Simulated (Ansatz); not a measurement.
A nudged elastic band was laid between two geometries of CH6BN + H2S (12 atoms, charge 0, multiplicity 1).

The calculation used Ansatz, RKS PBE0-D4/def2-SVP.

```
movable images  : 7
climbing image  : yes
spring          : 5.0 eV/Å²
optimiser       : quadratic models (default)
start path      : through a guess of the saddle point
force threshold : 0.05 eV/Å
iteration limit : 60
end points      : relaxed
```

Initial state:

```xyz
12
Properties=species:S:1:pos:R:3
B 0.123 -0.376 0.272
N 0.158 -0.349 1.671
H -0.651 -0.531 2.250
H 1.013 -0.220 2.198
C 1.402 -0.135 -0.605
H 1.523 -0.939 -1.349
H 1.270 0.797 -1.183
H 2.338 -0.047 -0.031
H -0.962 -0.571 -0.238
S -0.605 3.225 0.735
H -1.790 2.804 0.250
H -0.343 2.015 1.279
```

Final state:

```xyz
12
Properties=species:S:1:pos:R:3
B -0.069 0.527 0.117
N 0.047 0.102 1.734
H -0.694 -0.535 2.026
H 0.947 -0.327 1.955
C 1.308 0.102 -0.589
H 1.514 -0.979 -0.492
H 1.266 0.318 -1.668
H 2.187 0.644 -0.193
H -1.066 -0.053 -0.288
S -0.294 2.429 0.123
H -1.636 2.473 0.257
H -0.034 0.973 2.267
```

Question: Which bonds break or form, and what moves?

Answer: Bonds broken: S10–H12. Bonds formed: B1–S10, N2–H12. CH6BN + H2S becomes CH8BNS.

Question: What energy profile does the band end with?

Answer: The run converged. The highest image is number 5 of 0 to 8, 76.7 kJ/mol above the first end and 101.9 kJ/mol above the last; the last end lies 25.2 kJ/mol below the first. A vibrational analysis at the climbing image gives one clearly imaginary mode, 987i cm⁻¹: a first-order saddle point. The orbitals stay closed-shell, which can raise the energy where a bond breaks towards radicals; this wasn't checked here.

```
image  path coordinate (Å)  energy (kJ/mol)  S10–H12 (Å)  B1–S10 (Å)  N2–H12 (Å)
    0                 0.00              0.0         1.35        3.70        2.45
    1                 0.45              0.8         1.35        3.63        2.42
    2                 0.90              3.2         1.35        3.45        2.38
    3                 1.35             10.6         1.35        3.12        2.21
    4                 1.80             37.6         1.38        2.69        1.89
    5                 2.25             76.7         1.53        2.28        1.46
    6                 2.65             19.0         1.91        2.07        1.11
    7                 3.06            -20.4         2.35        1.94        1.03
    8                 3.47            -25.2         2.60        1.92        1.02
```

Question: What is the geometry of the highest image?

Answer: 
```xyz
12
Properties=species:S:1:pos:R:3
B -0.018 0.209 0.184
N 0.037 0.030 1.699
H -0.737 -0.459 2.138
H 0.921 -0.277 2.096
C 1.343 0.036 -0.605
H 1.586 -1.041 -0.661
H 1.283 0.410 -1.637
H 2.199 0.533 -0.116
H -1.071 -0.118 -0.324
S -0.299 2.461 0.414
H -1.645 2.417 0.497
H -0.125 1.474 1.566
```

Question: What are the harmonic wavenumbers there?

Answer: 987i, 176, 215, 251, 319, 353, 488, 521, 567, 706, 758, 803, 832, 974, 1004, 1085, 1211, 1322, 1331, 1430, 1434, 1451, 1572, 2577, 2725, 3035, 3113, 3161, 3570, 3676 cm⁻¹.

The run took 4.2 min on 2 threads of Arm Neoverse V1 (shared host), peak memory 0.21 GiB.
